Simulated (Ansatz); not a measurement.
Born–Oppenheimer molecular dynamics of ClGaH4O (7 atoms, charge 0, multiplicity 1). It starts at the highest image of a converged band, a first-order saddle point between two minima.

Level of theory: RKS BLYP/def2-TZVP in Ansatz 0.2.0.

| Item | Value |
| --- | --- |
| ensemble | NVE (velocity Verlet) |
| time step | 0.5 fs |
| steps asked | 200 |
| starting velocities drawn for | 300 K |
| seed | 10327 |

First frame:

```xyz
7
Properties=species:S:1:pos:R:3
Ga -1.008 0.177 -0.048
Cl 1.199 -1.923 0.351
H -1.659 -0.546 -1.267
H -1.549 0.582 1.367
H 1.318 -0.654 -0.111
O 0.681 0.870 -0.478
H 1.018 1.496 0.187
```

Question: How far do the bonds stretch over the last three quarters of this one trajectory? (Pairs bonded in most of those frames.)

Answer: 
```
  bond  mean (Å)  spread (Å)  shortest  longest
Ga1–H3     1.562       0.012      1.54     1.58
Ga1–H4     1.579       0.039      1.52     1.64
Ga1–O6     1.853       0.014      1.83     1.87
Cl2–H5     1.325       0.013      1.30     1.35
 O6–H7     0.974       0.003      0.97     0.98
```

Mean temperature of the second half: 220 K. The conserved energy stayed within 0.039 meV per atom of its start (net change 0.029 meV per atom), so the integration is sound. A run of 0.1 ps of so small a system gives no equilibrium averages. The orbitals stay closed-shell, which can raise the energy where a bond breaks towards radicals; this wasn't checked here.

The run took 5.7 min on 4 threads of Arm Neoverse N1, on a shared host, peak memory 0.22 GiB.
